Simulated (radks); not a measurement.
Values are calculated unless marked as measured or tabulated.
Valence configurations of Ga I (all share [Ar]). Code: a radial shooting solver on a logarithmic mesh with Libxc functionals. Model: scalar-relativistic Kohn-Sham, PBE, spin-polarised, spherical densities, finite nucleus; open shells are filled with parallel spins first; Fermi nuclear charge, rms radius 3.9973 fm. Energies are relative to 3d10 4s2 4p1; eigenvalues in eV for spin up.

| valence | E (eV) | moment (Bohr magnetons) | e(3d) | e(4p) | e(4s) |
|---|---|---|---|---|---|
| 3d10 4s2 4p1 | 0.000 | 1 | -19.108 | -2.870 | -9.218 |
| 3d8 4s2 4p3 | 45.483 | 5 | -38.468 | -5.869 | -14.378 |
| 3d10 4s1 4p2 | 5.039 | 3 | -20.674 | -3.932 | -10.717 |
| 3d10 4s1.5 4p1.5 | 2.671 | 2 | -19.950 | -3.452 | -10.024 |
| 3d9 4s2 4p2 | 19.374 | 3 | -28.482 | -4.415 | -11.901 |
| 3d9 4s1 4p3 | 24.543 | 5 | -29.754 | -5.306 | -13.133 |
| 3d8.5 4s2 4p2.5 | 31.557 | 4 | -33.398 | -5.149 | -13.159 |
| 3d7.5 4s2 4p3.5 | 62.429 | 5 | -43.914 | -6.475 | -15.478 |
| 3d9.5 4s2 4p1.5 | 8.876 | 2 | -23.719 | -3.660 | -10.594 |
| 3d7.5 4p5.5 | 81.886 | 3 | -46.968 | -7.156 | - |

NIST lists [Ar] 3d10 4s2 4p1 as the ground configuration; this level of theory agrees among the configurations tried. The energies are those of spherical high-spin densities, not of single terms.
